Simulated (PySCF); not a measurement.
How methods differ on the ionisation energy of Ho⁴³⁺

Ho⁴³⁺ [Ar] 3d6 [3d3/2^4 3d5/2^2, M_J = 4] → Ho⁴⁴⁺ [Ar] 3d5 [3d3/2^4 3d5/2^1, M_J = 5/2], as a difference of total energies. All numbers are calculated (PySCF 2.14, the two-component X2C-1e Hamiltonian, in an even-tempered Gaussian basis (16 s from 9.8 bohr⁻², ratio 2.8; 12 p from 13 bohr⁻², ratio 2.8; 8 d from 13 bohr⁻², ratio 2.8; 3 f from 45 bohr⁻², ratio 3)). Correlated levels: [Ne] frozen; the 74 highest virtual spinors dropped. "Screened" scales the spin-orbit matrix elements by Boettger's factors to mimic the two-electron term; Breit and QED terms are absent.

```json
{"method": "GHF (spin-free)", "ionisation energy (eV)": "3477.3"}
{"method": "GMP2 (spin-free)", "ionisation energy (eV)": "3478.3"}
{"method": "GHF (screened spin-orbit)", "ionisation energy (eV)": "3477.4"}
{"method": "GMP2 (screened spin-orbit)", "ionisation energy (eV)": "3477.3"}
```

Breit and QED terms and the two-electron picture change are absent.

The spin-free rows relax to the high-spin LS determinant and lack the spin-orbit shift.

The labels give the starting determinants; with spin-orbit coupling the two ends relaxed to ⟨J²⟩ = 20.01, ⟨L²⟩ = 11.87, ⟨S²⟩ = 3.20 and ⟨J²⟩ = 8.75, ⟨L²⟩ = 5.24, ⟨S²⟩ = 3.25.

For comparison: 3476 ± 4 eV (theoretical estimate listed by NIST; NIST Atomic Spectra Database, ionization energies).
